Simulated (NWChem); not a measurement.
System: C2H3FO2Si; SMILES O=C1OC[Si@H]1F

NWChem input:

```
start job
memory heap 200 mb stack 900 mb global 1100 mb
geometry units angstroms noautoz
  O      1.332349    -1.817797     0.089051
  C      0.467891    -1.011541    -0.002226
  O     -0.866741    -1.277164     0.202116
  C     -1.544715    -0.005551     0.069903
  Si     0.077889     0.837054    -0.424670
  F      0.648639     1.986395     0.563911
  H     -2.342353    -0.080080    -0.684393
  H     -1.984343     0.296946     1.032772
  H      0.265927     1.324207    -1.816294
end
basis spherical
  * library def2-tzvp
end
dft
  xc xpbe96 cpbe96
  iterations 150
  semidirect filesize 400000000
  mulliken
end
task dft energy
```

NWChem printed, in part:

```
             Northwest Computational Chemistry Package (NWChem) 7.3.0
             --------------------------------------------------------

 C1  symmetry detected

                             Geometry "geometry" -> ""
                             -------------------------

 Output coordinates in angstroms (scale by  1.889725989 to convert to a.u.)

  No.       Tag          Charge          X              Y              Z
 ---- ---------------- ---------- -------------- -------------- --------------
    1 O                    8.0000     1.32637447    -1.82635659     0.05865691
    2 C                    6.0000     0.46159334    -1.01837227    -0.01193196
    3 O                    8.0000    -0.86515782    -1.27601238     0.24673143
    4 C                    6.0000    -1.54369191    -0.00402105     0.12119982
    5 Si                  14.0000     0.06162215     0.82515528    -0.44701034
    6 F                    9.0000     0.67299788     1.98696989     0.50190442
    7 H                    1.0000    -2.36956724    -0.08682910    -0.60116862
    8 H                    1.0000    -1.94557485     0.31438457     1.09536709
    9 H                    1.0000     0.19830933     1.29085336    -1.85190734

 Effective nuclear repulsion energy (a.u.)     294.0827716040

  pbe96 is a nonlocal functional; adding pw91lda local functional.

                                 NWChem DFT Module
                                 -----------------

 Summary of "ao basis" -> "ao basis" (spherical)
 ------------------------------------------------------------------------------
       Tag                 Description            Shells   Functions and Types
 ---------------- ------------------------------  ------  ---------------------
 O                         def2-tzvp                11       31   5s3p2d1f
 C                         def2-tzvp                11       31   5s3p2d1f
 Si                        def2-tzvp                13       37   5s5p2d1f
 F                         def2-tzvp                11       31   5s3p2d1f
 H                         def2-tzvp                 4        6   3s1p

            General Information
            -------------------
          SCF calculation type: DFT
          Wavefunction type:  closed shell.
          No. of atoms     :     9
          No. of electrons :    54
           Alpha electrons :    27
            Beta electrons :    27
          Charge           :     0
          Spin multiplicity:     1
          Use of symmetry is: off; symmetry adaption is: off
          Maximum number of iterations: 150
          AO basis - number of functions:   210
                     number of shells:    80
          Convergence on energy requested:  1.00D-06
          Convergence on density requested:  1.00D-05
          Convergence on gradient requested:  5.00D-04

              XC Information
              --------------
          PerdewBurkeErnzerhof Exchange Functional  1.000
            Perdew 1991 LDA Correlation Functional  1.000 local
           PerdewBurkeErnz. Correlation Functional  1.000 non-local

             Grid Information
             ----------------
          Grid used for XC integration:  medium
          Radial quadrature: Mura-Knowles
          Angular quadrature: Lebedev.
          Tag              B.-S. Rad. Rad. Pts. Rad. Cut. Ang. Pts.
          ---              ---------- --------- --------- ---------
          O                   0.60       49          11.0       434
          C                   0.70       49          10.0       434
          Si                  1.10       88           9.0       590
          F                   0.50       49          11.0       434
          H                   0.35       45          11.0       434
          Grid pruning is: on
          Number of quadrature shells:   468
          Spatial weights used:  Erf1

      Superposition of Atomic Density Guess
      -------------------------------------

 Sum of atomic energies:        -614.66418737

      Non-variational initial energy
      ------------------------------

 Total energy =    -617.046613
 1-e energy   =   -1433.621886
 2-e energy   =     522.492501
 HOMO         =      -0.322287
 LUMO         =      -0.034931

------------------------------------------------------------
EAF file 0: "./job.aoints.0" size=952107008 bytes
------------------------------------------------------------
               write      read    awrite     aread      wait
               -----      ----    ------     -----      ----
     calls:     1816         0         0         0         0
   data(b): 9.52e+08  0.00e+00  0.00e+00  0.00e+00
   time(s): 0.00e+00  0.00e+00  0.00e+00  0.00e+00  0.00e+00
rate(mb/s): 0.00e+00  0.00e+00
------------------------------------------------------------

     ---------------------------------------------
      Total Density - Mulliken Population Analysis
     ---------------------------------------------

    Atom       Charge   Shell Charges
 -----------   ------   -------------------------------------------------------
    1 O    8     8.72   0.79  1.18  0.62  0.96  0.28  2.01  2.10  0.77  0.00  0.02  0.00
    2 C    6     5.35   0.86  1.12  0.53  0.65  0.16  0.89  0.83  0.14  0.05  0.11  0.02
    3 O    8     8.40   0.79  1.18  0.59  0.95  0.23  1.89  2.07  0.66  0.00  0.03  0.00
    4 C    6     6.24   0.86  1.12  0.54  0.68  0.11  1.12  1.33  0.38  0.02  0.06  0.01
    5 Si  14    13.03   2.00  0.59  1.39  0.84  0.43  4.10  1.73  0.47  0.92  0.23  0.14  0.11  0.06
    6 F    9     9.52   0.77  1.20  0.61  1.01  0.31  2.37  2.36  0.88  0.00  0.01  0.00
    7 H    1     0.85   0.24  0.45  0.14  0.02
    8 H    1     0.86   0.24  0.45  0.14  0.02
    9 H    1     1.04   0.22  0.53  0.28  0.01

[...]
```

Level: PBE/def2-TZVP. All runs use the structure optimised with PBE0/def2-SVP.
